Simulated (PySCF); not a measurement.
## Polarisability and C₆ of Fe (iron, neutral)

[Ar] 3d6 4s2, high-spin 5D determinant. Computed with PySCF 2.14 in aug-cc-pVTZ-DK (8s7p5d3f2g, 93 functions), with scalar relativity by spin-free X2C-1e. Coupled (time-dependent) response in atomic units; α is the mean over directions.

```json
{"method": "wB97X", "mean α (bohr³)": "59.26", "α xx, yy, zz": "58.32, 58.32, 61.15", "C₆ (like pair)": "522.3", "S(−4)": "1801"}
```

S(−4) is the Cauchy moment in α(ω) = α(0) + S(−4) ω² + …

Reference α: 62 ± 4 bohr³ (recommended; Schwerdtfeger and Nagle, table of static dipole polarizabilities (2023 update)). Published C₆: 482.0 (Chu and Dalgarno (2004); Tang, Norbeck and Certain (1976)).

α(iu) at wB97X:

```tsv
u (hartree)	α(iu) (bohr³)
0	59.26
0.0500	55.11
0.100	45.80
0.200	28.31
0.300	18.20
0.500	9.486
0.750	5.575
1.00	3.845
1.50	2.277
2.00	1.556
3.00	0.8876
5.00	0.4127
```

A single London oscillator, α(iu) = α/(1 + u²/ω²), gives C₆ = (3/4) ω α². Matching the computed C₆ needs ω = 4 × 522.3 / (3 × 59.26²) = 0.198 hartree.

The components differ because the open shell of this determinant is not spherical; for a pure term their mean is the scalar polarisability.
